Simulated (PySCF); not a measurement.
thionyl fluoride (F2OS), SMILES O=S(F)F. Coordinates come from a PBE0-D3(BJ)/def2-TZVP optimisation.

TDDFT-CAM-B3LYP/def2-SVPD run with PySCF puts the lowest singlet excitations at 6.73, 7.96, 8.74, 9.07, 9.12, 9.48 eV.

Task: What are the lowest excitation roots from ADC(2)/aug-cc-pVDZ in PySCF? (An estimate is asked for; the answer gives what the named calculation found.)

Result: 6.61, 7.81, 8.51, 8.74, 9.00, 9.11 eV. S1 differs by -0.12 eV (second minus first; roots are paired by order, and the bases may differ).
